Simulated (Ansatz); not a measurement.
`C[SiH](Br)Br` + HCl → `C[SiH](Cl)Br` + HBr at 298.15 K and 1 bar (ligand exchange at the Si–Br bond).

Gas-phase electronic energies from Ansatz, PBE0-D4/def2-TZVP geometries. CCSD(T)/CBS is the MP2 limit (def2-TZVPP, def2-QZVPP) plus CCSD(T) − MP2 in def2-TZVPP, frozen cores. This one scheme is used for every species. For Br outer-core shells are correlated without core-valence functions, which leaves a few kJ/mol of doubt a bond. Scalar relativity is left out up to krypton.

```json
{"species": "`C[SiH](Br)Br`", "CCSD(T)/CBS energy (Eh)": "-5476.28894", "H − E (kJ/mol)": "145.6", "S (J/(mol·K))": "353.0"}
{"species": "HCl", "CCSD(T)/CBS energy (Eh)": "-460.38127", "H − E (kJ/mol)": "26.6", "S (J/(mol·K))": "186.8"}
{"species": "`C[SiH](Cl)Br`", "CCSD(T)/CBS energy (Eh)": "-3362.75163", "H − E (kJ/mol)": "146.3", "S (J/(mol·K))": "341.2"}
{"species": "HBr", "CCSD(T)/CBS energy (Eh)": "-2573.91920", "H − E (kJ/mol)": "24.6", "S (J/(mol·K))": "198.6"}
```

H − E and S are ideal-gas, rigid-rotor, harmonic terms from PBE0-D4/def2-TZVP, for one conformer and one mirror image of each species. 1 Eh = 2625.50 kJ/mol, R = 8.31446 J/(mol·K).

Q: By hand: ΔE, ΔH, ΔS and ΔG.

A: ΔE = (-3362.75163) + (-2573.91920) − (-5476.28894) − (-460.38127) = -0.00062 Eh = -1.6 kJ/mol. Δ(H − E) = 146.3 + 24.6 − 145.6 − 26.6 = -1.3, so ΔH = -2.9 kJ/mol. ΔS = 341.2 + 198.6 − 353.0 − 186.8 = 0.0 J/(mol·K). ΔG = -2.9 − 298.15 × (0.0)/1000 = -2.9 kJ/mol.

Q: By hand: the equilibrium constant, and the temperature at which ΔG would vanish if ΔH and ΔS stayed fixed.

A: log₁₀ K = −ΔG/(RT ln 10) = 0.5. With ΔH or ΔS at zero there is no such temperature.

The number of gas molecules stays the same, so ΔS is small and ΔH decides. The sign of ΔG lies within the doubt. A doubt of 5 kJ/mol in ΔE shifts log₁₀ K by 0.9 here. Other conformers and mirror images would add mixing entropy, several J/(mol·K) or more a flexible species. These are equilibria of isolated gas molecules and say nothing of rates. Largest T1 diagnostic: 0.008 (customary marks: 0.02 for closed shells, 0.045 for open ones).

ΔS is within the doubt of such terms, so its sign, and with it that verdict, could turn.
